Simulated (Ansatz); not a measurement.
CHN, SMILES `[C-]#[NH+]` (charge 0, multiplicity 1).

Cartesian coordinates (Å):
```xyz
3

C      1.0484    -0.4248     0.0000
N     -0.0526    -0.0470     0.0000
H     -0.9958     0.2767     0.0000
```
Charge 0, multiplicity 1.

Frozen-core energies in 6-31g from Ansatz (an electronic-structure program) at a geometry from B3LYP-D3(BJ)/def2-TZVP; the HF reference has <S^2> = 0.00 and the T1 diagnostic is 0.020.

| level | energy (Ha) | error against full CI (mHa) |
|---|---|---|
| HF | -92.81465 | 205.83 |
| MP2 | -93.00396 | 16.51 |
| CCSD | -93.01157 | 8.90 |
| CCSD(T) | -93.01941 | 1.06 |
| CCSDT | -93.01992 | 0.56 |
| CCSDT(Q) | -93.02048 | 0.00 |
| full CI | -93.02048 | 0.00 |
